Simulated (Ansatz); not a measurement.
Molecule: MoH2, charge 0, multiplicity 5. The spin state was set by rule; other spins were not relaxed. SMILES: [MoH2]
Geometry: optimised at B3LYP-D3(BJ)/def2-TZVP (Ansatz, a program for electronic structure).

Parts of the frozen-core correlation energy in def2-SVP (Ansatz, hartree). Frozen orbitals: 4; correlated occupied orbitals by spin: 6 and 2; virtual: 31 and 35. UHF or UKS for open shells. No spin-orbit coupling. Past Kr the def2 sets carry scalar-relativistic core potentials.

| term | value |
|---|---|
| reference (HF) | -68.63755 |
| MP2 opposite-spin | -0.05992 |
| MP2 same-spin | ? |
| CCSD correlation | ? |
| (T) | ? |
| CCSDT minus CCSD(T) | -0.00088 |
| CCSDT(Q) minus CCSD(T) | -0.00099 |
| T1 diagnostic | 0.034 |
| largest doubles amplitude | 0.033 |
| <S^2> of the reference | 6.104 |

### Question
Some entries are withheld; supply them.

### Answer

- MP2 same-spin, value: -0.04538
- CCSD correlation, value: -0.12833
- (T), value: -0.00342
